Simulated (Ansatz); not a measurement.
The same path of BrH + FGeH3 (7 atoms, charge 0, multiplicity 1) was run 3 times with different band settings. Lost on the way: Ge1–F2, Br6–H7. Made: Ge1–Br6, F2–H7.

These are results of RKS PBE/def2-SVP in Ansatz 0.2.0, not measurements.

Relaxed end points:

```xyz
7
Properties=species:S:1:pos:R:3
Ge 0.274 0.000 -0.205
F -0.025 0.000 1.559
H 1.814 0.000 -0.333
H -0.372 1.294 -0.748
H -0.372 -1.294 -0.748
Br -3.257 0.000 1.834
H -1.808 0.000 1.952
```

```xyz
7
Properties=species:S:1:pos:R:3
Ge -0.409 0.000 -0.533
F 0.051 0.000 2.883
H 0.753 0.000 0.475
H -0.470 1.279 -1.398
H -0.470 -1.279 -1.398
Br -2.381 0.000 0.762
H -0.820 0.001 2.519
```

Common settings: climbing image yes; optimiser quadratic models (default); start path through a guess of the saddle point; force threshold 0.03 eV/Å; iteration limit 60; end points relaxed.

| run | movable images | spring |
| --- | --- | --- |
| 1 | 5 | 5.0 eV/Å² |
| 2 | 2 | 5.0 eV/Å² |
| 3 | 5 | 0.5 eV/Å² |

(1) What does each run give, and how far can it be trusted?

Results:

(1) Run 1: converged after 8 iterations, highest image 0.746 eV above the first end. A vibrational analysis at the climbing image gives one clearly imaginary mode, 224i cm⁻¹: a first-order saddle point.
Run 2: converged after 10 iterations, highest image 0.746 eV above the first end. Another band between the same ends (5 images) ends at a top of the same energy, where a vibrational analysis finds 1 clearly imaginary mode. So few images can step over the top or miss a turn of the path.
Run 3: converged after 8 iterations, highest image 0.746 eV above the first end. Another band between the same ends (5 images) ends at a top of the same energy, where a vibrational analysis finds 1 clearly imaginary mode.
The orbitals stay closed-shell, which can raise the energy where a bond breaks towards radicals; this wasn't checked here.
